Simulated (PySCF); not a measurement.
Mo⁴¹⁺: ionisation energy

Mo⁴¹⁺ 1s1 (2S) → Mo⁴²⁺ (bare nucleus), as a difference of total energies. All numbers are calculated (PySCF 2.14, no relativity, point nucleus, in an uncontracted even-tempered set (15 s from 69 bohr⁻², ratio 2.2; 7 p from 100 bohr⁻², ratio 2.4; 4 d from 310 bohr⁻², ratio 2.4; 3 f from 470 bohr⁻², ratio 2.4; 3 g from 700 bohr⁻², ratio 2.4)). The calculations carry no spin-orbit coupling.

```
method  ionisation energy (eV)  difference from reference (eV)
   UHF                 24000.4                          -571.8
   LDA                 23951.6                          -620.6
   PBE                 23993.1                          -579.1
  PBE0                 23995.0                          -577.2
r2SCAN                 24000.4                          -571.8
  PW91                 23994.3                          -577.9
  BP86                 23998.7                          -573.5
```

Reference: 24572.2 eV (theoretical estimate listed by NIST; NIST Atomic Spectra Database, ionization energies).

The gap to the reference is mostly relativistic.
